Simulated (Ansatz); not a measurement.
`C=C[SiH2]S[SiH3]` → 2 C• + 8 H• + S• + 2 Si•  (atomization)

Computed with Ansatz on PBE0-D4/def2-TZVP structures; ΔE is electronic, products minus reactants. CBS: MP2 limit from def2 TZ/QZ plus the TZ coupled-cluster correction, frozen cores. This one scheme is used for every species, atoms too. For atomizations the MP2-based limit and the directly extrapolated one differ by several kJ/mol either way, and by 10 to 25 for some Ge, Se and Sn compounds, so smaller differences from it don't rank the levels. Functionals use def2-TZVPP. No spin–orbit coupling; open shells (•) take unrestricted orbitals. Spin–orbit coupling would lower the free atoms: a little for C, S, Si. Each species was taken in one conformer, which may not be the lowest.

`C=C[SiH2]S[SiH3]`:

Cartesian coordinates in Å:
```
C -1.974 0.642 -0.090
C -1.245 -0.268 -0.731
Si 0.413 0.130 -1.458
S 1.970 -1.010 -0.529
Si 1.532 -0.497 1.499
H -1.633 1.668 0.023
H -2.940 0.408 0.348
H -1.627 -1.285 -0.809
H 0.494 -0.234 -2.895
H 0.653 1.586 -1.279
H 2.760 -0.791 2.279
H 1.196 0.946 1.606
H 0.403 -1.296 2.036
```

```json
{"level": "PBE-D4", "ΔE (kJ/mol)": "4557.1", "difference from CCSD(T)/CBS": "21.4"}
{"level": "r2SCAN", "ΔE (kJ/mol)": "4531.7", "difference from CCSD(T)/CBS": "-4.0"}
{"level": "PBE0", "ΔE (kJ/mol)": "4491.0", "difference from CCSD(T)/CBS": "-44.7"}
{"level": "HF/def2-TZVPP", "ΔE (kJ/mol)": "3416.0", "difference from CCSD(T)/CBS": "-1119.7"}
{"level": "MP2/def2-TZVPP", "ΔE (kJ/mol)": "4442.4", "difference from CCSD(T)/CBS": "-93.3"}
{"level": "CCSD/def2-TZVPP", "ΔE (kJ/mol)": "4357.8", "difference from CCSD(T)/CBS": "-177.9"}
{"level": "CCSD(T)/def2-TZVPP", "ΔE (kJ/mol)": "4417.0", "difference from CCSD(T)/CBS": "-118.7"}
{"level": "MP2/def2-QZVPP", "ΔE (kJ/mol)": "4512.6", "difference from CCSD(T)/CBS": "-23.1"}
{"level": "HF/CBS(def2)", "ΔE (kJ/mol)": "3423.0", "difference from CCSD(T)/CBS": "-1112.7"}
{"level": "CCSD/CBS(def2)", "ΔE (kJ/mol)": "4476.6", "difference from CCSD(T)/CBS": "-59.1"}
{"level": "CCSD(T)/CBS", "ΔE (kJ/mol)": "4535.7", "difference from CCSD(T)/CBS": "0"}
```

Largest T1 diagnostic among the species: 0.012.

In def2-TZVPP, CCSD(T) changes the Hartree–Fock value by +1001.0 kJ/mol (the triples alone add +59.1 kJ/mol) and MP2 by +1026.4 kJ/mol; breaking electron pairs costs correlation energy, which Hartree–Fock lacks. From PBE to PBE0 (25 % exact exchange), in def2-TZVPP and without D4, ΔE moves by −30.2 kJ/mol: exact exchange takes away binding that semilocal exchange gives to molecules. The D4 term adds +57.9 kJ/mol with B3LYP and +30.8 kJ/mol with PBE0; it sums over pairs of atoms, weighted by their polarisabilities, and B3LYP, whose exchange is more repulsive, gets the larger term.

B3LYP here is the variant with VWN-RPA as its local correlation; programs differ in this.
